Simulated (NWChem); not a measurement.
# SiH₃Br; SMILES [SiH3]Br

```xyz
5

Si     0.0000     0.0000    -1.4171
Br     0.0000     0.0000     0.8093
H      0.9974     0.9974    -1.8938
H     -1.3624     0.3651    -1.8938
H      0.3651    -1.3624    -1.8938
```
Atoms are numbered in this order, from 1.

All runs: NWChem. Pople sets run with spherical d functions. All runs use the structure optimised with PBE0/def2-SVP. Vzz is the largest principal value of the second derivative of the potential at the nucleus (NWChem prints the opposite sign); η is the asymmetry. Non-relativistic.

```tsv
level	Vzz Br2 (a.u.)	η Br2	relative time
PBE/cc-pVTZ	4.434	0.00	20
PBE/6-31G*	4.441	0.00	2
B3LYP/def2-SVP	4.592	0.00	1
B3LYP/cc-pVTZ	4.402	0.00	20
```

Times are rough ratios from one shared machine.
